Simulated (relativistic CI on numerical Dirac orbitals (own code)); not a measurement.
**Sc³⁺ in a cubic cluster: L2,3 absorption with charge transfer**

Computed with a charge-transfer multiplet model of a cubic metal-ligand cluster with up to 2 ligand holes, Slater and spin-orbit integrals from Dirac-Coulomb-Breit ions, Slater integrals scaled by 0.9. The ground state mixes d0 with configurations of k ligand holes L, whose averages lie at kΔ + k(k − 1)U_dd/2; a core hole lowers each added d electron by U_cd. 300 K, Lorentzian 0.4 eV and Gaussian 0.3 eV FWHM.

Atomic integrals in eV (Slater integrals scaled, ζ unscaled), ground: F2dd 5.299, F4dd 3.246, zeta_d 0.005; with the core hole: F2dd 5.299, F4dd 3.246, zeta_d 0.020, zeta_core 3.005, F2cd 4.627, G1cd 3.325, G3cd 1.884. Where a configuration has fewer than two d electrons, the dd integrals are those of d2.

Cluster parameters (eV): U_dd = 3.6, U_cd = 4.6, 10Dq = 0.8, 10Dq(ligand) = 1.1, V(eg) = 2.6, V(t2g) = -1.32, final-state hopping factor = 0.8.

Weights, n_d and S are thermal averages at 300 K. Photon energies count from the first peak over 30 % of the highest in each spectrum, which can be another peak from case to case. The parameters are a model scan and need not match a compound or its usual spin state. Peaks in eV (height, largest 100): -1.6 (12), 0.0 (66), 2.5 (26), 4.2 (100).

Q: Which parameters give this spectrum?
A. Δ = 7.7 eV
B. Δ = 9.7 eV
C. Δ = 6.7 eV

A: C. Δ = 6.7 eV; the ground state then has 0.44 d electrons and S = 0.00. The choice follows from running the model for each set and comparing peak positions and heights.
